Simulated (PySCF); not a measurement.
# Two-component Hartree-Fock for Ga(2+) (gallium, charge +2)

Start: [Ar] 3d9 4s1 4p1; 3d3/2 filled at m_j = -3/2, -1/2, +1/2, +3/2; 3d5/2 filled at m_j = -3/2, -1/2, +1/2, +3/2, +5/2; 4s1/2 filled at m_j = +1/2; 4p3/2 filled at m_j = +3/2. Calculated with PySCF 2.14 in x2c-TZVPall-2c with one added diffuse shell each of s, p, d type (7s8p5d1f, 63 functions): generalised Hartree-Fock with the X2C-1e Hamiltonian and a Gaussian nucleus; one run each with spin-orbit coupling (SO) switched off, then screened by Boettger's factors. This is a chosen level, not necessarily the ground level.

| spinor shell | electrons | ε, spin-free (eV) | ε, screened SO (eV) | weight of nominal j (screened SO) | rms radius, screened SO (bohr) |
| --- | --- | --- | --- | --- | --- |
| 1s1/2 | 2 | -10474.6 | -10474.4 | 1.000 | 0.0560 |
| 2s1/2 | 2 | -1375.1 | -1375.0 | 1.000 | 0.235 |
| 2p1/2 | 2 | -1196.8 | -1216.1 | 0.999 | 0.209 |
| 2p3/2 | 4 | -1196.8 | -1187.5 | 1.000 | 0.212 |
| 3s1/2 | 2 | -210.42 | -210.43 | 1.000 | 0.692 |
| 3p1/2 | 2 | -154.00 | -157.94 | 0.957 | 0.720 |
| 3p3/2 | 4 | -154.00 | -152.12 | 0.979 | 0.730 |
| 3d3/2 | 4 | -63.095 | -63.925 | 0.814 | 0.835 |
| 3d5/2 | 5 | -63.095 | -62.501 | 0.851 | 0.840 |
| 4s1/2 | 1 | -35.118 | -35.126 | 0.999 | 2.16 |
| 4p3/2 | 1 | -25.642 | -25.554 | 1.000 | 2.52 |

| quantity | spin-free | screened SO |
| --- | --- | --- |
| E (hartree) | -1940.45199 | -1940.51868 |
| M_J | 9/2 | 9/2 |
| ⟨J²⟩ | 24.761 | 24.761 |
| ⟨L²⟩ | 12.011 | 12.013 |
| ⟨S²⟩ | 3.750 | 3.752 |

Each row is a mean over spinors that exchange with the open shell spreads, by up to 9.295 eV (3p3/2).

Rows whose weight is well below 1 are mixtures of j = l ± 1/2: exchange outweighs spin-orbit coupling there, and the label is only the starting occupation.

Without spin-orbit coupling the j labels of p, d and f shells carry no meaning; the spin-free column gives the mean over the occupied spinors of each nl shell.
